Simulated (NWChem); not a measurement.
# Si2H5OF; SMILES [SiH3]O[SiH2]F

```xyz
9

Si    -0.2387     1.8833     0.0084
O      0.2673     0.3485     0.4013
Si     0.5000    -1.2163    -0.0230
F     -0.9295    -1.8960    -0.3673
H     -1.7156     1.9901     0.1814
H      0.1188     2.1924    -1.4088
H      0.4460     2.8442     0.9170
H      1.0842    -1.9397     1.1310
H      1.3323    -1.3046    -1.2511
```
Atoms are numbered in this order, from 1.

Computed with NWChem. Pople sets run with spherical d functions. STO-3G and 3-21G are far too small for this property and stand as cheap habits. Structure relaxed at the PBE0/def2-SVP level. B3LYP is NWChem's, with the RPA form of VWN correlation. Field at 589 nm.

| level | isotropic polarisability (bohr³) | anisotropy (bohr³) | relative time |
|---|---|---|---|
| B3LYP/STO-3G | 25.8 | 15.0 | 1 |
| B3LYP/6-31G* | 43.4 | 9.9 | 4 |
| B3LYP/def2-SVP | 47.3 | 9.4 | 4 |
| B3LYP/def2-SVPD | 57.5 | 11.1 | 10 |
| B3LYP/aug-cc-pVDZ | 58.5 | 11.2 | 30 |

Times are rough ratios from one shared machine.
